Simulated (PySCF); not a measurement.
**Electron correlation in S+ (sulfur, charge +1)**

[Ne] 3s2 3p3, high-spin 4S determinant. Computed with PySCF 2.14 in cc-pV(T+d)Z (5s4p3d1f, 39 functions), with the non-relativistic Hamiltonian (point nucleus). Frozen: [Ne]; 5 electrons correlated.

MP2 pair energies summed by pair of shells (mhartree):

```json
{"pair": "3s-3p", "energy": "-59.36", "share (%)": "65.9"}
{"pair": "3p-3p", "energy": "-20.68", "share (%)": "22.9"}
{"pair": "3s-3s", "energy": "-10.09", "share (%)": "11.2"}
```

Total MP2 correlation energy: -90.13 mhartree.

Same-spin part -24.32 and opposite-spin part -65.81 mhartree; SCS-MP2 scales them by 1/3 and 6/5 to -87.08 mhartree.

| level | correlation energy (mhartree) |
| --- | --- |
| CCSD | -109.81 |
| (T) | -3.59 |
| CCSD(T) | -113.40 |

Diagnostics: T1 = 0.0035, D1 = 0.0085, largest double amplitude 0.063.

Cost of the coupled-cluster step: 0.46 s of wall time on 1 thread of Neoverse-V1 (shared host), for 5 correlated electrons.

Iterations:

```
CC2 = 0
CCSD nocc = (np.int64(4), np.int64(1)), nmo = (34, 34)
frozen orbitals [[0, 1, 2, 3, 4], [0, 1, 2, 3, 4]]
max_cycle = 100
direct = 0
conv_tol = 1e-08
conv_tol_normt = 1e-06
diis_space = 8
diis_start_cycle = 0
Init t2, MP2 energy = -0.0901331612529904
Init E_corr(UCCSD) = -0.0901331612686053
cycle = 1  E_corr(UCCSD) = -0.105430766786867  dE = -0.0152976055  norm(t1,t2) = 0.0408119
cycle = 2  E_corr(UCCSD) = -0.108566510681061  dE = -0.00313574389  norm(t1,t2) = 0.0117099
cycle = 3  E_corr(UCCSD) = -0.109831430208552  dE = -0.00126491953  norm(t1,t2) = 0.004232
cycle = 4  E_corr(UCCSD) = -0.109811662348773  dE = 1.97678598e-05  norm(t1,t2) = 0.000568785
cycle = 5  E_corr(UCCSD) = -0.109810744318081  dE = 9.18030692e-07  norm(t1,t2) = 4.76947e-05
cycle = 6  E_corr(UCCSD) = -0.109810387427167  dE = 3.56890914e-07  norm(t1,t2) = 6.93818e-06
cycle = 7  E_corr(UCCSD) = -0.109810570252537  dE = -1.8282537e-07  norm(t1,t2) = 1.69536e-06
cycle = 8  E_corr(UCCSD) = -0.109810500656893  dE = 6.9595644e-08  norm(t1,t2) = 2.36213e-07
cycle = 9  E_corr(UCCSD) = -0.109810507804894  dE = -7.14800126e-09  norm(t1,t2) = 4.25397e-08
UCCSD converged
E(UCCSD) = -397.2798191922905  E_corr = -0.1098105078048945
UCCSD(T) correction = -0.00358645984656113
```
